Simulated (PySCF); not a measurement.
Working out the ionisation energy of Tc²⁺

Tc²⁺ [Kr] 4d5 (6S) → Tc³⁺ [Kr] 4d4 (5D). Calculation: PySCF 2.14, in aug-cc-pVDZ-PP with ECP28MDF (5s5p4d2f, 54 functions); scalar relativity through the core potential. Frozen: 4s2 4p6. Energies in hartree (1 hartree = 27.21139 eV):

```
             part  Tc²⁺ (lower)  Tc³⁺ (upper)
              UHF    -79.119916    -78.059252
MP2 opposite-spin      0.000000      0.000000
    MP2 same-spin     -0.042758     -0.023412
```

Task: What does Hartree-Fock give?

Result: (-78.059252) − (-79.119916) = 1.060664 hartree = 28.862 eV.

Task: What do MP2 and SCS-MP2 (6/5 opposite-spin, 1/3 same-spin) give?

Result: The opposite-spin parts differ by 0.000 eV and the same-spin parts by 0.526 eV. MP2: 28.862 + (0.000) + (0.526) = 29.388 eV. SCS-MP2: 28.862 + 1.2 × (0.000) + (0.526)/3 = 29.037 eV.

Reference: 29.55 eV (semi-empirical (NIST evaluation); NIST Atomic Spectra Database, ionization energies), between the lowest levels; spin-orbit coupling is absent from the calculation.

A double-zeta basis recovers only part of the correlation energy.

What remains against the reference includes basis incompleteness, the frozen core and correlation beyond second order.
